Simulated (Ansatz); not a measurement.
This geometry of H$_{4}$NSSb (7 atoms, charge 0, multiplicity 1) is a first-order saddle point.

All numbers below come from RKS PBE0-D4/def2-SVP in Ansatz 0.2.0.

```xyz
7
Properties=species:S:1:pos:R:3
N -1.121 0.586 -0.414
Sb 0.871 0.900 0.584
S 1.306 -1.487 0.813
H -1.172 -0.408 -0.640
H -1.285 1.151 -1.249
H -0.870 0.812 1.040
H 2.270 -1.554 -0.134
```

(1) Which two structures does it join? (They come from a converged band through this point; their orientation in space is the band's.)

(2) How far does it lie above each of them?

Answers

(1) Bonds broken: Sb2–H6. Bonds formed: N1–H6.

First end point:

```xyz
7
Properties=species:S:1:pos:R:3
N -1.124 0.726 -0.701
Sb 0.526 0.839 0.496
S 1.313 -1.494 0.680
H -1.739 -0.060 -0.501
H -0.887 0.699 -1.691
H -0.423 0.601 1.904
H 2.333 -1.311 -0.187
```

Last end point:

```xyz
7
Properties=species:S:1:pos:R:3
N -0.947 0.605 -0.119
Sb 1.212 0.995 0.708
S 1.480 -1.430 0.672
H -0.937 -0.420 -0.118
H -1.122 0.931 -1.070
H -1.700 0.925 0.489
H 2.013 -1.606 -0.562
```

(2) 180.6 kJ/mol above the first and 174.0 kJ/mol above the second. This is the barrier of this one path; another mechanism may lie lower. The orbitals stay closed-shell, which can raise the energy where a bond breaks towards radicals; this wasn't checked here.

Run time: 8.3 min on 1 thread of Arm Neoverse N1 (shared host), peak memory 0.16 GiB.
